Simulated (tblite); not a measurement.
Parent: `[CH3:1][CH2:2][CH2:3][C:4](=[O:5])[Cl:6]` with C1–C2–C3–C4 180°, C2–C3–C4–O5 0°, C4H7ClO.

Structures optimised with GFN2-xTB, isolated species. One conformer each, not checked by frequencies here.

| coordinate of the parent | value |
| --- | --- |
| C1–C2 | 1.523 Å |
| C2–C3 | 1.529 Å |
| C3–C4 | 1.490 Å |
| C4=O5 | 1.182 Å |
| C4–Cl6 | 1.782 Å |
| C1–C2–C3 | 111.4° |
| C2–C3–C4 | 111.8° |
| C3–C4–O5 | 129.2° |
| C3–C4–Cl6 | 111.4° |
| O5–C4–Cl6 | 119.4° |

How does the shared frame change in `[CH3:1][C@H:2]([CH2:3][C:4](=[O:5])[Cl:6])[C:7]([F:8])([F:9])[F:10]` with C1–C2–C3–C4 65°, C2–C3–C4–O5 -123°, C5H6ClF3O? Atoms pair as C1 = C1, C2 = C2, C3 = C3, C4 = C4, O5 = O5, Cl6 = Cl6 (parent first).

```csv
parent,relative,value in the relative,change
C1–C2,C1–C2,1.527 Å,+0.004
C2–C3,C2–C3,1.536 Å,+0.007
C3–C4,C3–C4,1.499 Å,+0.009
C4=O5,C4=O5,1.182 Å,0.000
C4–Cl6,C4–Cl6,1.770 Å,-0.012
C1–C2–C3,C1–C2–C3,111.8°,+0.4
C2–C3–C4,C2–C3–C4,112.2°,+0.4
C3–C4–O5,C3–C4–O5,127.8°,-1.4
C3–C4–Cl6,C3–C4–Cl6,112.3°,+0.9
O5–C4–Cl6,O5–C4–Cl6,119.9°,+0.5
```

Of the parent's bonds, C4–Cl6 changes most (-0.012 Å). Bonds of the relative outside the shared frame: C2–C7 1.526, C7–F8 1.341, C7–F9 1.343, C7–F10 1.339 Å. Point group Cs → C1.

All values are computed, not measured.
